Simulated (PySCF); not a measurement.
## Complex of selenium dioxide and acetonitrile

Made of selenium dioxide and acetonitrile. The whole: neutral, singlet.

Parts: 1 = selenium dioxide (O=[Se]=O), atoms 1–3; 2 = acetonitrile (CC#N), atoms 4–9.

Coordinates in Å:
```
O1     -0.776   -0.483    0.919
Se2    -0.061    0.650    0.037
O3      1.188    0.117   -0.818
C4      3.287    0.157    3.449
C5      2.319    0.945    2.711
N6      1.541    1.556    2.111
H7      3.824   -0.508    2.756
H8      4.013    0.813    3.950
H9      2.775   -0.455    4.204
```

In these coordinates Se2···N6 is 2.774 Å. Part 2 is then moved rigidly along that line, all else held; at short range other atoms may come into contact.

The starting structure comes from a short search with a few starts; no frequency run checks that it is a minimum, and another way of binding may lie lower.

Method: PBE-D3(BJ)/def2-SVPD interaction energy, counterpoise and uncorrected, gas phase (PySCF). Geometry: PBE0-D3(BJ)/def2-SVP.

Energies in kcal/mol, cluster less frozen parts; CP is counterpoise-corrected. Electrostatic, Pauli, orbital and dispersion terms sum to the uncorrected value; Pauli holds the exchange-correlation of the frozen density too, and orbital the superposition error (at most 1.83 kcal/mol here).

Results

```csv
Se2···N6 (Å),CP,uncorrected,electrostatic,Pauli,orbital,dispersion
2.219,0.99,-0.84,-44.39,82.85,-37.49,-1.80
2.358,-2.94,-4.59,-30.48,52.56,-24.97,-1.69
2.497,-5.19,-6.68,-21.27,32.99,-16.80,-1.61
2.635,-6.29,-7.65,-15.16,20.48,-11.47,-1.50
2.774,-6.67,-7.89,-11.09,12.57,-7.99,-1.38
2.913,-6.60,-7.70,-8.36,7.61,-5.69,-1.25
3.051,-6.27,-7.27,-6.51,4.53,-4.15,-1.13
3.468,-4.80,-5.51,-3.64,0.80,-1.86,-0.80
4.161,-2.75,-3.16,-1.96,-0.06,-0.73,-0.40
5.548,-1.00,-1.14,-0.84,-0.01,-0.19,-0.09
8.322,-0.27,-0.27,-0.25,0.00,-0.01,-0.01
```

The 11 runs took 5 min in all, one thread each of Intel Xeon Platinum 8259CL on a shared host, launched as `OMP_NUM_THREADS=1 python cluster_run.py task.json out`.
